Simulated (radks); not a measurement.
Values are calculated unless marked as measured or tabulated.
S2+, configuration [Ne] 3s2 3p2.

Code: a radial shooting solver on a logarithmic mesh with Libxc functionals. Model: Dirac Kohn-Sham, PBEsol, spin-unpolarised, spherical densities, point nucleus; open shells are shared between the two j in proportion to 2j + 1.

Energy parts (eV):
part                      energy
total                 -10807.225
kinetic                10854.490
electron-nucleus      -25456.245
Hartree                 4450.798
exchange-correlation    -656.268

Orbitals (lengths in bohr, moments of r in powers of bohr; <r^-3> diverges for s and p1/2; r(max) is where P^2 peaks):
| orbital | occ. | eigenvalue (eV) | <r^-3> | r(max) | <r^2> |
|---|---|---|---|---|---|
| 1s1/2 | 2 | -2427.956 | - | 0.06336 | 0.01266 |
| 2s1/2 | 2 | -236.9155 | - | 0.3886 | 0.2731 |
| 2p1/2 | 2 | -182.9091 | - | 0.3244 | 0.2426 |
| 2p3/2 | 4 | -181.6448 | 80.74 | 0.3261 | 0.2450 |
| 3s1/2 | 2 | -39.3180 | - | 1.368 | 2.858 |
| 3p1/2 | 0.666667 | -28.0117 | - | 1.492 | 3.611 |
| 3p3/2 | 1.33333 | -27.8958 | 7.456 | 1.497 | 3.634 |

The highest occupied level is 3p3/2 at -27.896 eV. The density falls to 0.001 e/bohr^3 at r = 3.39 bohr. Summed over all electrons, <r^2> = 15.00 bohr^2, which gives a Langevin (diamagnetic) susceptibility term of -11.9 x 10^-6 cm^3/mol. For comparison, the ionisation energy in NIST's Atomic Spectra Database is 34.86 eV (semi-empirical). In exact Kohn-Sham theory the highest level is minus the ionisation energy, but local and semilocal functionals leave it too shallow, through self-interaction and a potential that decays too fast; potentials with the right tail come closer.

Beside tabulated values, note that spin-unpolarised runs miss the spin-polarisation part of the exchange energy of open shells.
